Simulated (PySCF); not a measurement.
**Computed structure and properties of [TlCl]2+**

System: [TlCl]2+ (singlet); start: template (C∞v). Method: PySCF 2.14.0, RKS r2SCAN, Tl def2-SVP with ECP60, Cl def2-SVP; non-relativistic Hamiltonian with scalar-relativistic core potentials where named; density fitting; no spin-orbit coupling.

Input of the relaxation:

```python
mol = gto.M(atom='''
Tl     0.00000     0.00000    -0.35104
Cl     0.00000     0.00000     2.05766''',
    basis={'Tl': 'def2-SVP', 'Cl': 'def2-SVP'},
    ecp={'Tl': 'def2-SVP'},
    charge=2, spin=0)
mf = dft.RKS(mol, xc='R2SCAN')
mf.grids.atom_grid = (50, 194)
mf = mf.density_fit()  # fitting sets: Tl def2-universal-JKFIT, Cl def2-universal-JKFIT
mf.conv_tol = 1e-08; mf.max_cycle = 55
mf.kernel(dm0)  # dm0: converged density of the start geometry
# quasi-Newton relaxation in Cartesian coordinates to a largest gradient under 0.00045 Eh/bohr, steps kept in the point group
```

Run from Python with OMP_NUM_THREADS=2; the lines above give its settings. Where DIIS fails, smearing, a level shift and second-order steps follow.
It took 0.4 s on 2 threads of Arm Neoverse V2, with other jobs on the host, from the converged density of the start.

Course of the relaxation:

| step | energy above end (eV) | largest force component within the symmetry (eV/Å) |
| --- | --- | --- |
| 0 | 0.0000 | 0.005 |

Relaxed geometry (C∞v):

```xyz
2

Tl    0.0000    0.0000   -0.3510
Cl    0.0000    0.0000    2.0577
```

```csv
contact,Å
Tl1–Cl2 (Cl),2.409
```

On the finer grid (75, 302):

* HOMO: -21.35 eV
* LUMO: -21.17 eV
* Dipole about the centre of mass: 0.44 D
* Set of Mulliken populations of Tl1 outside the core potential: s 3.25, p 6.15, d 10.03
* D3(BJ) dispersion energy (not in the energies): -0.009 eV

```
atom  Mulliken (e)  Löwdin (e)  spin (e)
 Tl1          1.57        1.37      0.00
 Cl2          0.43        0.63      0.00
```

Another spin state tried lies lower. The gap is small, and the closed shell wasn't tested for a lower spin-broken solution.

No frequency check is given for this geometry.

Taking off one Cl (charge -1, singlet; the rest: singlet) in vacuum, both parts rigid, costs 30.13 eV; the small basis without counterpoise inflates it. Most of it is the attraction of opposite charges; other ways to part are cheaper, and one spin state was tried for the rest.

Rigid scan of Cl along the line from its metal:

distance to Cl2 (Å), energy (eV) and a bar:
```
     2.11      0.612 ##############################
     2.21      0.223 ###########
     2.31      0.044 ##
     2.41      0.000
```

One start shape was tried, so this needn't be the lowest isomer.
